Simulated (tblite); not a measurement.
Record of a relaxation.

C2H10ClGe2N.
Atom-mapped SMILES: `[CH3:1][C@H:2]([NH:3][GeH3:4])[GeH2:5][Cl:6]` (hydrogens: H7, H8, H9 on C1; H10 on C2; H11 on N3; H12, H13, H14 on Ge4; H15, H16 on Ge5)

Computed with GFN2-xTB (tblite), gas phase: L-BFGS steps from a force-field or distance-geometry start until the largest atomic force falls under 0.01 eV/Å. 6 of its 86 geometries are shown.

Step 0: E = -564.1341 eV, largest atomic force 1.094 eV/Å
```
atom  x, y, z in Å  |  force x, y, z in eV/Å
C1     -1.458    0.743   -1.208   -0.725   0.498  -0.650
C2     -0.394    0.473   -0.174    0.372  -0.030  -0.200
N3      0.840    0.003   -0.836    0.186  -0.325   0.657
Ge4     2.325    0.196    0.268    0.373  -0.178   0.010
Ge5    -1.058   -0.856    1.136   -0.498  -0.442   0.381
Cl6    -1.404   -2.756    0.145    0.170   0.684   0.409
H7     -2.386    1.129   -0.717    0.640  -0.335  -0.352
H8     -1.103    1.520   -1.919   -0.268  -0.567   0.318
H9     -1.708   -0.184   -1.767    0.154   0.612   0.290
H10    -0.198    1.420    0.381    0.144  -0.502  -0.374
H11     0.733   -1.007   -1.089    0.025   1.086   0.062
H12     2.294   -0.901    1.383    0.174   0.496  -0.347
H13     2.330    1.599    0.931   -0.100  -0.608  -0.350
H14     3.618    0.004   -0.568   -0.601   0.067   0.293
H15    -0.043   -1.031    2.284   -0.285  -0.174  -0.110
H16    -2.395   -0.343    1.739    0.239  -0.281  -0.037
```

Step 17: E = -564.4792 eV, largest atomic force 0.156 eV/Å
```
atom  x, y, z in Å  |  force x, y, z in eV/Å
C1     -1.431    0.746   -1.245    0.007  -0.021   0.018
C2     -0.392    0.474   -0.163   -0.015   0.093  -0.086
N3      0.865    0.034   -0.720    0.010   0.016   0.005
Ge4     2.362    0.152    0.288    0.024   0.001  -0.003
Ge5    -1.135   -0.835    1.203   -0.115  -0.104   0.014
Cl6    -1.400   -2.694    0.229    0.002   0.086   0.039
H7     -2.344    1.121   -0.783   -0.017  -0.017  -0.013
H8     -1.073    1.492   -1.954    0.051  -0.080   0.029
H9     -1.665   -0.171   -1.785    0.011   0.020  -0.019
H10    -0.180    1.416    0.351   -0.033  -0.004   0.131
H11     0.749   -0.799   -1.284   -0.007  -0.013   0.008
H12     2.482   -0.827    1.431   -0.002   0.004  -0.018
H13     2.306    1.532    0.856    0.045   0.014  -0.013
H14     3.513   -0.039   -0.640   -0.004  -0.001  -0.039
H15    -0.190   -1.125    2.361    0.011   0.015   0.003
H16    -2.475   -0.467    1.845    0.033  -0.009  -0.056
```

Step 34: E = -564.4953 eV, largest atomic force 0.041 eV/Å
```
atom  x, y, z in Å  |  force x, y, z in eV/Å
C1     -1.415    0.737   -1.240    0.006   0.000  -0.008
C2     -0.414    0.476   -0.122   -0.004   0.011  -0.039
N3      0.855    0.061   -0.670   -0.006   0.018  -0.009
Ge4     2.390    0.172    0.271   -0.014  -0.002  -0.008
Ge5    -1.179   -0.858    1.210   -0.030  -0.009  -0.006
Cl6    -1.423   -2.713    0.238    0.001   0.017   0.001
H7     -2.348    1.126   -0.833    0.010  -0.012   0.003
H8     -1.008    1.458   -1.947   -0.003   0.013   0.007
H9     -1.625   -0.187   -1.778   -0.017   0.002   0.009
H10    -0.236    1.407    0.428    0.017  -0.027  -0.003
H11     0.749   -0.750   -1.267   -0.020  -0.003   0.028
H12     2.530   -0.810    1.406    0.024   0.011   0.020
H13     2.409    1.560    0.821    0.011   0.009   0.008
H14     3.476   -0.056   -0.725    0.015  -0.006  -0.011
H15    -0.241   -1.128    2.380   -0.011  -0.006   0.021
H16    -2.530   -0.487    1.816    0.019  -0.013  -0.014
```

Step 51: E = -564.4986 eV, largest atomic force 0.057 eV/Å
```
atom  x, y, z in Å  |  force x, y, z in eV/Å
C1     -1.415    0.744   -1.229    0.029  -0.019   0.026
C2     -0.414    0.470   -0.112    0.042   0.015  -0.022
N3      0.854    0.044   -0.653    0.017   0.003  -0.012
Ge4     2.410    0.183    0.256   -0.026   0.000  -0.001
Ge5    -1.199   -0.865    1.207   -0.051   0.008  -0.024
Cl6    -1.419   -2.707    0.207    0.011  -0.009   0.003
H7     -2.345    1.128   -0.812    0.018   0.001  -0.018
H8     -1.011    1.472   -1.933   -0.004  -0.014   0.035
H9     -1.630   -0.175   -1.773   -0.003   0.009   0.001
H10    -0.228    1.398    0.439    0.007  -0.004   0.009
H11     0.748   -0.790   -1.219   -0.022   0.005   0.007
H12     2.590   -0.760    1.421   -0.007   0.008  -0.010
H13     2.448    1.584    0.774   -0.009   0.010  -0.016
H14     3.477   -0.071   -0.757   -0.018  -0.002   0.008
H15    -0.302   -1.142    2.406    0.010  -0.011   0.013
H16    -2.571   -0.505    1.767    0.006   0.000   0.003
```

Step 68: E = -564.5013 eV, largest atomic force 0.021 eV/Å
```
atom  x, y, z in Å  |  force x, y, z in eV/Å
C1     -1.397    0.758   -1.205   -0.011   0.000  -0.005
C2     -0.402    0.460   -0.091    0.001   0.003  -0.021
N3      0.852    0.011   -0.643    0.003   0.001   0.000
Ge4     2.419    0.201    0.231   -0.007  -0.002   0.000
Ge5    -1.223   -0.878    1.203   -0.009  -0.003   0.012
Cl6    -1.398   -2.714    0.182   -0.001  -0.011  -0.002
H7     -2.328    1.143   -0.791   -0.006   0.011   0.015
H8     -0.987    1.492   -1.897    0.015  -0.004   0.007
H9     -1.617   -0.154   -1.761   -0.004   0.002  -0.014
H10    -0.196    1.378    0.468   -0.003  -0.010  -0.001
H11     0.729   -0.839   -1.181    0.005   0.009   0.002
H12     2.616   -0.684    1.438    0.004   0.007   0.001
H13     2.445    1.627    0.675    0.007  -0.002  -0.009
H14     3.470   -0.096   -0.786   -0.003  -0.002   0.013
H15    -0.376   -1.174    2.434    0.009   0.004   0.001
H16    -2.615   -0.522    1.713    0.000  -0.003   0.001
```

Step 85: E = -564.5025 eV, largest atomic force 0.008 eV/Å
```
atom  x, y, z in Å  |  force x, y, z in eV/Å
C1     -1.394    0.773   -1.199    0.002   0.002   0.000
C2     -0.403    0.445   -0.089    0.003   0.005  -0.003
N3      0.850   -0.006   -0.641    0.000   0.000  -0.001
Ge4     2.418    0.209    0.223   -0.005  -0.002  -0.002
Ge5    -1.232   -0.898    1.196    0.000  -0.001   0.008
Cl6    -1.390   -2.742    0.187   -0.001   0.004  -0.002
H7     -2.314    1.174   -0.777   -0.003  -0.005  -0.002
H8     -0.966    1.508   -1.879    0.004   0.001  -0.001
H9     -1.632   -0.124   -1.770   -0.002   0.000   0.007
H10    -0.192    1.352    0.485   -0.003   0.006  -0.002
H11     0.730   -0.857   -1.176    0.001   0.000   0.001
H12     2.615   -0.627    1.463   -0.001   0.003   0.003
H13     2.450    1.652    0.612    0.003  -0.002  -0.002
H14     3.470   -0.127   -0.780   -0.005  -0.004   0.003
H15    -0.388   -1.177    2.434    0.005  -0.003  -0.003
H16    -2.628   -0.545    1.699    0.001  -0.005  -0.005
```

**Question.** Summarise the path.

**Answer.** The energy falls by 35.54 kJ/mol from step 0 to step 85; nine tenths of that is first reached at step 12. It falls at every step. The largest force goes from 1.094 to 0.008 eV/Å. Among the bonds Ge5–Cl6 changes most, from 2.170 to 2.108 Å; the atoms move by 0.228 Å rms after alignment.

**Question.** Follow the three bonds and two angles with the largest change from start to end.

**Answer.** 
```
step  E above end (kJ/mol)  largest force (eV/Å)  Ge5–Cl6 (Å)  Ge4–H14 (Å)  Ge4–H13 (Å)  C2–N3–Ge4 (°)  Ge4–N3–H11 (°)
   0                 35.54                 1.094        2.170        1.552        1.552          111.6           109.0
   4                 12.60                 0.294        2.096        1.484        1.491          116.4           112.2
   7                  8.48                 0.439        2.108        1.488        1.481          116.9           112.7
  11                  3.95                 0.218        2.100        1.490        1.495          118.3           114.9
  15                  2.73                 0.122        2.109        1.492        1.494          118.5           116.9
  18                  2.06                 0.123        2.115        1.490        1.495          119.4           117.5
  22                  1.45                 0.153        2.100        1.491        1.493          119.9           117.7
  26                  1.06                 0.106        2.110        1.491        1.494          120.8           117.4
  30                  0.83                 0.055        2.105        1.493        1.494          121.8           116.8
  33                  0.72                 0.061        2.107        1.491        1.493          122.0           116.5
  37                  0.63                 0.037        2.108        1.492        1.495          122.5           116.2
  41                  0.57                 0.028        2.107        1.492        1.494          122.4           116.0
  44                  0.52                 0.028        2.109        1.491        1.493          122.6           115.9
  48                  0.45                 0.045        2.107        1.493        1.494          122.9           115.6
  52                  0.34                 0.076        2.108        1.492        1.494          123.1           116.0
  55                  0.27                 0.026        2.108        1.492        1.494          123.1           116.3
  59                  0.21                 0.043        2.107        1.492        1.494          122.7           116.3
  63                  0.16                 0.043        2.109        1.491        1.494          122.8           116.6
  67                  0.12                 0.030        2.108        1.492        1.495          122.6           116.8
  70                  0.09                 0.036        2.108        1.492        1.495          122.5           116.9
  74                  0.06                 0.024        2.109        1.492        1.494          122.5           116.9
  78                  0.03                 0.025        2.107        1.491        1.494          122.3           117.1
  81                  0.01                 0.024        2.108        1.491        1.495          122.4           117.2
  85                  0.00                 0.008        2.108        1.492        1.495          122.4           117.2
```

What follows is the cost of the whole relaxation. Time: 1.1 s of wall time. Hardware: one thread of an Arm Neoverse N1 (shared host).
